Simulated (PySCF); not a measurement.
Isomers of H6Si4. Gas-phase values, no solvent. One relaxed conformer stands for each flexible species; it need not be the lowest. Strings in code marks are SMILES.

Calculation: PBE-D3(BJ)/def2-TZVP // PBE0-D3(BJ)/def2-TZVP (PySCF). 

```csv
species,HOMO–LUMO gap (eV),HOMO (eV),dipole moment (D)
`[SiH]1[SiH]([SiH]=1)[SiH3]`,2.67,-5.27,0.66
`[SiH]1=[SiH][SiH2][SiH2]1`,2.67,[?],0.36
`[Si]1([SiH3])=[SiH][SiH2]1`,2.61,-5.31,0.85
`[SiH2]=[SiH][SiH]=[SiH2]` (Si–Si–Si–Si torsion 64°),1.80,[?],–
```

Task: What belongs in the gaps?

Result: 
- `[SiH]1=[SiH][SiH2][SiH2]1`, HOMO (eV): -5.37
- `[SiH2]=[SiH][SiH]=[SiH2]` (Si–Si–Si–Si torsion 64°), HOMO (eV): -5.00
